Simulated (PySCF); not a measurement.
## Frontier levels across methods

C2H6OSSi.
Structure used (PBE0-D3(BJ)/def2-SVP), in Å, numbered top down from 1:
```
atom  x, y, z in Å
Si1    1.840    0.075   -0.467
O2     0.250   -0.084    0.056
C3    -0.640   -0.961   -0.499
C4    -2.033   -0.514   -0.650
S5    -1.173   -0.726   -2.236
H6     1.882    0.525   -1.887
H7     2.450    1.085    0.436
H8     2.549   -1.236   -0.343
H9    -0.457   -2.014   -0.243
H10   -2.844   -1.222   -0.447
H11   -2.233    0.522   -0.359
```

Basis pcSseg-2 throughout (PySCF), one geometry. Isolated species at its PBE0-D3(BJ)/def2-SVP geometry (one conformer only).

Question: How do the orbital energies, the gap and the dipole change with the method?

Answer: 
| method | kind | HOMO (eV) | LUMO (eV) | gap (eV) | μ (D) | SCF cycles |
| --- | --- | --- | --- | --- | --- | --- |
| BLYP | GGA | -5.40 | -0.94 | 4.46 | 1.24 | 15 |
| B97-D | GGA | -5.53 | -0.94 | 4.59 | 1.29 | 16 |
| OPBE | GGA | -5.55 | -0.91 | 4.64 | 1.32 | 16 |
| PBE | GGA | -5.56 | -1.05 | 4.51 | 1.27 | 16 |
| KT2 | GGA | -5.62 | -1.07 | 4.56 | 1.30 | 16 |
| KT3 | GGA | -5.63 | -1.03 | 4.59 | 1.29 | 16 |
| BP86 | GGA | -5.65 | -1.10 | 4.55 | 1.28 | 16 |
| LDA | LDA | -5.68 | -1.26 | 4.42 | 1.24 | 15 |
| B97-2 | global hybrid | -6.54 | -0.13 | 6.41 | 1.32 | 14 |
| B3LYP | global hybrid | -6.55 | -0.35 | 6.19 | 1.27 | 14 |
| PBE0 | global hybrid | -6.79 | -0.11 | 6.67 | 1.31 | 14 |
| mPW1PW91 | global hybrid | -6.81 | -0.12 | 6.69 | 1.30 | 14 |
| BHandHLYP | global hybrid | -7.89 | 0.76 | 8.65 | 1.31 | 13 |
| CAM-B3LYP | range-separated hybrid | -8.14 | 0.86 | 9.00 | 1.27 | 13 |
| wB97X-D | range-separated hybrid | -8.66 | 1.63 | 10.29 | 1.33 | 14 |
| LC-wPBE | range-separated hybrid | -9.56 | 2.00 | 11.56 | 1.29 | 14 |
| HF | Hartree–Fock | -9.62 | 2.68 | 12.30 | 1.45 | 11 |

The HOMO spans 4.22 eV, from BLYP down to HF, and the gap runs from 4.42 eV (LDA) to 12.30 eV (HF). Over the methods BLYP (0 %), B97-D (0 %), OPBE (0 %), PBE (0 %), KT2 (0 %), KT3 (0 %), BP86 (0 %), LDA (0 %), B97-2 (21 %), B3LYP (20 %), PBE0 (25 %), mPW1PW91 (25 %), BHandHLYP (50 %), HF (100 %), a straight line through the gap against the share of exact exchange rises by 0.79 eV for each 10 % (correlation coefficient 0.999). The dipole ranges from 1.24 D (BLYP) to 1.45 D (HF). This basis has no diffuse functions.
